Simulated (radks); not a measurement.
Spherical quantum dot in the effective-mass picture: electrons in a well V = -V0 / (1 + exp((r - R)/a)) with V0 = 6, R = 7.16, a = 0.25, all in effective atomic units (hartree* = m*/eps^2 hartree, bohr* = eps/m* bohr), one dielectric constant everywhere. Method: non-relativistic Kohn-Sham, PBE, spin-polarised, spherical densities; computed with a radial shooting solver with Libxc functionals. Levels are named by radial order and angular momentum (1s, 1p, 1d, 2s, ...), and open shells are averaged over m.

N = 3, configuration 1s2 1p(up 1, down 0). This is the lowest configuration that the search found. Occupied and some empty levels:

level,occupation,eigenvalue (hartree*),<r> (bohr*)
1s up,1,-5.4306,4.123
1s down,1,-5.4117,3.996
1p up,1,-5.3566,4.489
1p down,0,-5.3321,4.440
1d up,0,-5.2444,4.760
1d down,0,-5.2171,4.741
2s down,0,-5.1034,3.393
2s up,0,-5.1033,3.370
1f up,0,-5.1004,4.973
1f down,0,-5.0718,4.969

Energy (hartree*): total -17.0320, kinetic 0.38138, external -17.938, Hartree 0.96149, exchange-correlation -0.43692.
